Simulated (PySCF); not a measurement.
# Computed properties of neopentane (C5H12), SMILES CC(C)(C)C

C5H12, SMILES CC(C)(C)C. Geometry: r2SCAN-D4/def2-SVP. Other conformers were not sampled. All values are computed for the isolated molecule unless a solvent is named; none is compared with measurement here.

**Structure.** The optimised structure has Td symmetry. All 45 harmonic modes at r2SCAN-D4/def2-SVP (PySCF) are real, so it is a minimum. With heavy atoms numbered as in [CH3:1][C:2]([CH3:3])([CH3:4])[CH3:5], the shortest bond between them is C2–C4 at 1.534 Å and the longest C2–C5 at 1.534 Å.

**Vibrations.** The strongest infrared lines (harmonic, unscaled, degenerate partners summed) lie at 3117 cm⁻¹ (210 km/mol, H 91 %, C 9 %), 3015 cm⁻¹ (116 km/mol, H 97 %), 1488 cm⁻¹ (30 km/mol, H 93 %). The softest mode is at 206 cm⁻¹ and the zero-point energy is 99.4 kcal/mol.

**Electronic structure.** M06-2X/def2-TZVP (PySCF) places the frontier levels at -10.23 and 1.55 eV, a gap of 11.78 eV, and gives a dipole moment of 0.00 D and a mean polarisability of 63.1 bohr³.

**Excitations.** TDA-ωB97X/def2-SVPD (PySCF) has S1 at 9.36 eV (132 nm, f = 0.416, bright); the most intense of the 10 singlets computed lies at 9.36 eV (f = 0.42). Strengths of degenerate partners are summed. T1 (TDA) is at 9.22 eV, 0.14 eV under S1. No vertical singlet excitation falls in the visible range (under 3.1 eV).

**NMR.** GIAO shifts at KT2/pcSseg-1 (PySCF) (non-relativistic, atoms alike by connectivity averaged): ¹³C from 33.8 to 35.0 ppm against TMS; ¹H at 1.3 ppm against TMS.
